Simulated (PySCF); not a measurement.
Compound: C₆H₁₀Si₂ (charge -1 and doublet state).
Z-matrix (Å and degrees, PBE0-D3(BJ)/def2-SVP geometry), rows numbered from 1:
```
Si
C   1  1.8224
C   2  1.4322  1  122.39
C   3  1.3749  2  122.68  1  -178.57
C   4  1.4439  3  122.10  2     0.17
Si  5  1.8224  4  122.59  3   179.35
C   5  1.4321  4  115.20  3    -0.23
C   7  1.3748  5  122.72  4     0.17
H   1  1.5075  2  110.78  3    -7.49
H   1  1.5188  2  115.14  3  -128.18
H   1  1.5230  2  117.36  3   112.87
H   3  1.0972  2  118.82  1     1.67
H   4  1.0968  3  118.46  2  -179.62
H   6  1.5073  5  110.67  4   178.69
H   6  1.5204  5  116.01  4    58.19
H   6  1.5214  5  116.62  4   -60.79
H   7  1.0971  5  118.79  4  -179.68
H   8  1.0969  2  119.44  1    -1.82
```

Identity: `[SiH3]C1=CC=C([SiH3])[CH-][CH]1` [radical] (charge -1).

Theory: UKS B3LYP, IGLO-III on C Si, pcH-1 on H, non-relativistic, mean-field spin-orbit, GIAO (PySCF). Whether the extra electron is bound in the gas phase wasn't checked; a finite basis holds it in any case. Stability of the SCF solution: not tested.

Problem. Where do the isotropic ENDOR lines of C2/C5, C3/C4/C7/C8, H9 (×6), H12/H13/H17/H18 and Si1/Si6 fall at 3340.4 mT, to first order?

Solution. For S = 1/2 in fast tumbling each set of equivalent nuclei gives two lines, ν± = |νn ± a/2| to first order, with νn = g_N μN B/h and μN/h = 7.62259 MHz/T.

| nuclei | isotope | g_N | νn (MHz) | a_iso (MHz) | lower line (MHz) | upper line (MHz) |
| --- | --- | --- | --- | --- | --- | --- |
| C2/C5 | 13C | 1.4048 | 35.77 | 18.54 | 26.50 | 45.04 |
| C3/C4/C7/C8 | 13C | 1.4048 | 35.77 | -5.52 | 33.01 | 38.53 |
| H9 (×6) | 1H | 5.5857 | 142.23 | 23.17 | 130.64 | 153.81 |
| H12/H13/H17/H18 | 1H | 5.5857 | 142.23 | -5.23 | 139.61 | 144.84 |
| Si1/Si6 | 29Si | -1.1106 | 28.28 | 22.30 | 17.13 | 39.43 |

The rows for 13C and 29Si, of low natural abundance, apply to labelled samples.

Problem. Which pairs are centred on the nuclear Larmor frequency, and which on half the coupling?

Solution. Centred on νn, since |a| < 2νn: C2/C5, C3/C4/C7/C8, H9 (×6), H12/H13/H17/H18 and Si1/Si6. No pair has |a| > 2νn.

Problem. At what field would the lower line of H9 (×6) fall to zero frequency?

Solution. Where νn = |a|/2, that is B = 11.58 MHz/(5.5857 × 7.62259 MHz/T) = 272 mT, as far as first order holds there.

Nuclei that the bonding pattern makes equivalent are averaged, as if the motion that swaps them (rotation, inversion, ring flip) were fast. The six 1H nuclei of mean +23.2 MHz run from -3.5 to 42.6 MHz in the frozen geometry. The 13C value of -5.5 MHz is a mean of couplings from -10.8 to -0.2 MHz in this one geometry, not an average over conformers. The 1H value of -5.2 MHz is a mean of couplings from -8.7 to -1.7 MHz in this one geometry, not an average over conformers.

The largest Mulliken spin populations are on C5 (+0.33), C2 (+0.33), C8 (+0.11) and C4 (+0.11).

The SMILES draws the unpaired electron on C8; the largest computed Mulliken spin population is on C5 (0.33 against 0.11).
